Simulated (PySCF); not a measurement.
C$_{4}$H$_{7}$O, doublet, at a GFN2-xTB geometry; DF-TPSS/aug-cc-pVDZ in PySCF.

Input for PySCF:
```python
from pyscf import gto, scf, dft
import numpy

mol = gto.M(
    atom='''
C    -1.986062    0.387775   -0.023194
C    -0.634091    0.437692    0.549851
C     0.482605   -0.158377   -0.108251
C     1.813710   -0.026073    0.603584
O     0.379543   -0.744348   -1.185477
H    -1.965938   -0.149025   -0.968987
H    -2.376176    1.396902   -0.180061
H    -2.678988   -0.103456    0.665049
H    -0.483966    0.939252    1.494083
H     1.757442   -0.488773    1.586874
H     2.591333   -0.511304    0.020763
H     2.062978    1.025085    0.734160
''',
    basis='aug-cc-pvdz',
    charge=0,
    spin=1,
    verbose=4,
)
print('smallest overlap eigenvalue', numpy.linalg.eigvalsh(mol.intor('int1e_ovlp'))[0])

mf = dft.UKS(mol)
mf.xc = 'tpss'
mf = mf.density_fit(auxbasis='def2-universal-jkfit')
mf = scf.addons.remove_linear_dep_(mf, threshold=1e-4, lindep=1e-4)
mf.kernel()
```

Output, abridged:

```
PySCF version 2.14.0

[INPUT] verbose = 4
[INPUT] num. atoms = 12
[INPUT] num. electrons = 39
[INPUT] charge = 0
[INPUT] spin (= nelec alpha-beta = 2S) = 1
[INPUT] symmetry False subgroup None
[INPUT] Mole.unit = angstrom
[INPUT] Symbol           X                Y                Z      unit          X                Y                Z       unit  Magmom
[...]
nuclear repulsion = 167.894593251162
number of shells = 75
number of NR pGTOs = 252
number of NR cGTOs = 178
basis = aug-cc-pvdz
ecp = {}
input.py:29: DeprecationWarning: remove_linear_dep_ is deprecated and will be removed in a future release. Linear dependency handling is now built into the SCF procedure by default. Linear dependency removal can be controlled using the following settings:
  pyscf.scf.hf.remove_overlap_zero_eigenvalue = True
  pyscf.scf.hf.overlap_zero_eigenvalue_threshold = 1e-6

  mf = scf.addons.remove_linear_dep_(mf, threshold=1e-4, lindep=1e-4)
smallest overlap eigenvalue 2.1965994915973172e-05
Applying remove_linear_dep_ on SCF object.
Using canonical orthogonalization with threshold 0.0001

******** <class 'pyscf.df.df_jk.DFUKS'> ********
method = DFUKS
initial guess = minao
damping factor = 0
level_shift factor = 0
DIIS = <class 'pyscf.scf.diis.CDIIS'>
diis_start_cycle = 1
diis_space = 8
diis_damp = 0
SCF conv_tol = 1e-09
SCF conv_tol_grad = None
SCF max_cycles = 50
direct_scf = False
number electrons alpha = 20  beta = 19
XC library pyscf.dft.libxc version 7.1.2
    S. Lehtola, C. Steigemann, M. J. T. Oliveira, and M. A. L. Marques,  SoftwareX 7, 1–5 (2018)
XC functionals = tpss
    J. Tao, J. P. Perdew, V. N. Staroverov, and G. E. Scuseria,  Phys. Rev. Lett. 91, 146401 (2003)
    J. P. Perdew, J. Tao, V. N. Staroverov, and G. E. Scuseria,  J. Chem. Phys. 120, 6898 (2004)
    J. Tao, J. P. Perdew, V. N. Staroverov, and G. E. Scuseria,  Phys. Rev. Lett. 91, 146401 (2003)
    J. P. Perdew, J. Tao, V. N. Staroverov, and G. E. Scuseria,  J. Chem. Phys. 120, 6898 (2004)
radial grids:
    Treutler-Ahlrichs [JCP 102, 346 (1995); DOI:10.1063/1.469408] (M4) radial grids

becke partition: Becke, JCP 88, 2547 (1988); DOI:10.1063/1.454033
pruning grids: <function nwchem_prune>
grids dens level: 3
symmetrized grids: False
atomic radii adjust function: <function treutler_atomic_radii_adjust>
small_rho_cutoff = 0
Set gradient conv threshold to 3.16228e-05
tot grids = 139216
init E= -232.198238677388

cycle= 1 E= -231.716461519938  delta_E= 0.482  |g|= 0.612  |ddm|= 4.14
[...]
cycle= 22 E= -231.884691094488  delta_E= -5.03e-10  |g|= 0.000105  |ddm|= 4.34e-05
cycle= 23 E= -231.884691094723  delta_E= -2.35e-10  |g|= 0.000104  |ddm|= 2.92e-05
cycle= 24 E= -231.884691095855  delta_E= -1.13e-09  |g|= 9.13e-05  |ddm|= 2.94e-05
cycle= 25 E= -231.884691096212  delta_E= -3.57e-10  |g|= 8.69e-05  |ddm|= 1.07e-05
cycle= 26 E= -231.884691096375  delta_E= -1.63e-10  |g|= 8.56e-05  |ddm|= 6.02e-05
cycle= 27 E= -231.884691096812  delta_E= -4.38e-10  |g|= 7.74e-05  |ddm|= 0.000146
cycle= 28 E= -231.884691094757  delta_E= 2.06e-09  |g|= 9.94e-05  |ddm|= 0.000156
cycle= 29 E= -231.884691096414  delta_E= -1.66e-09  |g|= 8.68e-05  |ddm|= 0.000102
cycle= 30 E= -231.884691096552  delta_E= -1.38e-10  |g|= 8.29e-05  |ddm|= 1.27e-05
cycle= 31 E= -231.884691095755  delta_E= 7.97e-10  |g|= 8.69e-05  |ddm|= 7.68e-05
cycle= 32 E= -231.884691096808  delta_E= -1.05e-09  |g|= 7.64e-05  |ddm|= 4.64e-05
cycle= 33 E= -231.88469109383  delta_E= 2.98e-09  |g|= 0.000112  |ddm|= 5.17e-05
cycle= 34 E= -231.884691098874  delta_E= -5.04e-09  |g|= 5.61e-05  |ddm|= 9.97e-05
cycle= 35 E= -231.884691096405  delta_E= 2.47e-09  |g|= 8.93e-05  |ddm|= 7.19e-05
cycle= 36 E= -231.884691096654  delta_E= -2.49e-10  |g|= 8.25e-05  |ddm|= 8.42e-05
cycle= 37 E= -231.884691094582  delta_E= 2.07e-09  |g|= 0.000109  |ddm|= 0.000133
cycle= 38 E= -231.884691095251  delta_E= -6.69e-10  |g|= 0.000102  |ddm|= 4.75e-05
cycle= 39 E= -231.884691094612  delta_E= 6.39e-10  |g|= 0.000112  |ddm|= 4.2e-05
cycle= 40 E= -231.884691094611  delta_E= 1.65e-12  |g|= 0.000107  |ddm|= 4.64e-05
cycle= 41 E= -231.884691095353  delta_E= -7.42e-10  |g|= 9.85e-05  |ddm|= 5.8e-05
cycle= 42 E= -231.884691092847  delta_E= 2.51e-09  |g|= 0.000125  |ddm|= 4.45e-05
cycle= 43 E= -231.884691097656  delta_E= -4.81e-09  |g|= 7e-05  |ddm|= 0.000115
cycle= 44 E= -231.884691097685  delta_E= -2.9e-11  |g|= 7.41e-05  |ddm|= 7.95e-05
cycle= 45 E= -231.884691097297  delta_E= 3.88e-10  |g|= 7.31e-05  |ddm|= 8.28e-05
cycle= 46 E= -231.884691095305  delta_E= 1.99e-09  |g|= 0.000107  |ddm|= 0.000127
cycle= 47 E= -231.884691096689  delta_E= -1.38e-09  |g|= 8.88e-05  |ddm|= 6.02e-05
cycle= 48 E= -231.884691094192  delta_E= 2.5e-09  |g|= 0.000107  |ddm|= 0.000133
cycle= 49 E= -231.884691094604  delta_E= -4.12e-10  |g|= 0.000105  |ddm|= 4.06e-05
cycle= 50 E= -231.884691094576  delta_E= 2.76e-11  |g|= 0.000107  |ddm|= 1.74e-05
SCF not converged.
SCF energy = -231.884691094576 after 50 cycles  <S^2> = 0.75818493  2S+1 = 2.0081682
```

The run did not converge; its last values are not results.
